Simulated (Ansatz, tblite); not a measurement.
Cost and result up the ladder for Rb3 (3 atoms). Total charge 0; doublet. Geometry: B3LYP/def2-TZVP.

| atom | x (Å) | y (Å) | z (Å) |
| --- | --- | --- | --- |
| Rb1 | 3.3726 | 0.0829 | 1.5408 |
| Rb2 | -2.6296 | -1.6146 | -2.0567 |
| Rb3 | -0.7430 | 1.5317 | 0.5159 |

Ansatz on 4 threads of Arm Neoverse V1 on a shared host; xTB runs through tblite on one thread. Times are rough, summed over both states, and most runs start from the orbitals of an earlier one. No level here is sound enough to serve as a yardstick. The other state is a singlet.

In the def2 sets Rb takes a core potential; there is no spin–orbit coupling. The xTB rows come from tblite. Correlated methods freeze no core orbitals; core or outer-core shells of Rb are correlated, in sets that lack core-valence functions. The structure comes from a short search, and lower isomers may exist.

Run but left out: HF/def2-TZVPP, MP2/def2-TZVPP (doublet: ⟨S²⟩ 1.13, where a pure state has 0.75).

Correlated methods converge slowly with the basis.

Raw xTB energies of ions are shifted by several eV, and xTB has no spin-polarisation term.

```tsv
level	functions	wall time
GFN1-xTB	12	0.003 s
GFN2-xTB	12	0.003 s
PBE/def2-TZVP	99	4 s
r2SCAN/def2-TZVP (with forces)	99	14 s
CCSD(T)/def2-TZVPP	120	20 s
```

Question: Estimate what each level gives for the vertical IE (eV).

Answer: 
```tsv
level	vertical IE (eV)	remarks
GFN1-xTB	9.88	–
GFN2-xTB	6.21	–
PBE/def2-TZVP	3.55	restricted SCF unstable in HF (+1 singlet)
r2SCAN/def2-TZVP (with forces)	3.50	restricted SCF unstable in HF (+1 singlet), spin-contaminated (⟨S²⟩ 0.91) (doublet)
CCSD(T)/def2-TZVPP	3.38	restricted SCF unstable (+1 singlet), spin-contaminated (⟨S²⟩ 1.13) (doublet)
```
